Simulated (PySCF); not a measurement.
C3H5F3OS2.
Atom-mapped SMILES: `[CH3:1][S:2][S:3][CH2:4][O:5][C:6]([F:7])([F:8])[F:9]` (hydrogens: H10, H11, H12 on C1; H13, H14 on C4)

Cartesian coordinates in Å at the GFN2-xTB level; atoms count from 1:
```xyz
14
C3H5F3OS2 angstrom
C     -2.4896    0.6607   -0.1598
S     -2.1002   -0.5281    1.1661
S     -0.9282   -1.8677    0.2044
C      0.7252   -1.1570    0.4349
O      0.8167    0.0090   -0.3954
C      2.0045    0.5836   -0.4304
F      1.9557    1.6549   -1.2078
F      2.9746   -0.2146   -0.9058
F      2.4382    0.9859    0.7776
H     -3.0494    0.1550   -0.9393
H     -3.0950    1.4352    0.2983
H     -1.5685    1.0800   -0.5512
H      0.8663   -0.8843    1.4841
H      1.4492   -1.9130    0.1223
```

Theory: PBE0/pcSseg-1 in PySCF (dipole) on a GFN2-xTB geometry, gas phase.

Take the most abundant isotopes and a rigid rotor. The values belong to one conformer with, in the numbering `[CH3:1][S:2][S:3][CH2:4][O:5][C:6]([F:7])([F:8])[F:9]`, C1–S2–S3–C4 89°, S2–S3–C4–O5 -72°, S3–C4–O5–C6 -174°.

(1) Give the principal moments of inertia and the rotational constants in cm⁻¹.

(2) Classify the top.

(3) What does the inertial defect say?

(4) Give the other two planar moments, Paa and Pbb, and the rms extents of the mass along the axes.

(5) Which types of transition are allowed, and where do some lines up to J = 5 fall?

(6) Estimate the classical rotational partition function at 25 K, 298.15 K and 500 K.

Results:

(1) Ia = 233.44, Ib = 834.93, Ic = 931.48 u·Å²; 505379 MHz·u·Å²/I gives 2165, 605.3 and 542.6 MHz, that is A = 0.07221, B = 0.02019, C = 0.01810 cm⁻¹.

(2) A near-prolate asymmetric top. Ray's parameter κ = (2B − A − C)/(A − C) = -0.923; −1 is the prolate and +1 the oblate limit.

(3) Not planar: Δ = Ic − Ia − Ib = -136.89 u·Å². For a rigid frame Δ = −2 Σ m c², so Σ m c² = 68.44 u·Å² lies off the ab plane: 4.75 from hydrogen and 63.70 from heavier atoms. The atom farthest from that plane is 1.54 Å away.

(4) Paa = Σ m a² = (Ib + Ic − Ia)/2 = 766.49 and Pbb = Σ m b² = (Ia + Ic − Ib)/2 = 164.99 u·Å². With the mass M = 177.97 u, the rms extents √(P/M) along a, b and c are 2.08, 0.96, 0.62 Å.

(5) The dipole components are |μa| = 0.69 D, |μb| = 0.07 D, |μc| = 0.06 D. The squared components, which scale the intensities, stand as 1.00 : 0.01 : 0.01 (a : b : c). Some lines, for components of 0.1 D or more:

```
type  branch         J(Ka,Kc)   MHz  lower level (cm⁻¹)
   a       Q  3(1,2) ← 3(1,3)   376               0.276
   a       R  2(1,2) ← 1(1,1)  2233               0.090
   a       R  2(0,2) ← 1(0,1)  2294               0.038
   a       R  2(1,1) ← 1(1,0)  2358               0.092
   a       R  3(2,2) ← 2(2,1)  3444               0.327
   a       R  3(1,2) ← 2(1,1)  3536               0.171
   a       R  4(1,4) ← 3(1,3)  4462               0.276
   a       R  4(2,3) ← 3(2,2)  4590               0.442
   a       R  4(3,1) ← 3(3,0)  4595               0.707
   a       R  4(2,2) ← 3(2,1)  4608               0.442
   a       R  5(1,5) ← 4(1,4)  5575               0.425
   a       R  5(0,5) ← 4(0,4)  5703               0.382
   a       R  5(4,2) ← 4(4,1)  5743               1.232
   a       R  5(3,3) ← 4(3,2)  5745               0.861
   a       R  5(3,2) ← 4(3,1)  5746               0.861
   a       R  5(2,3) ← 4(2,2)  5772               0.596
   a       R  5(1,4) ← 4(1,3)  5888               0.446
```

(6) Point group C1, symmetry number σ = 1; q = (√π/σ)·√((kT/h)³/(ABC)), k/h = 20836.6 MHz/K: 25000 at 25 K, 1030000 at 298.15 K, 2240000 at 500 K.

Stationary, but not proved a minimum. Zero-point vibration and centrifugal distortion are left out. A rigid rotor knows nothing of internal rotation, which can split or shift real lines.
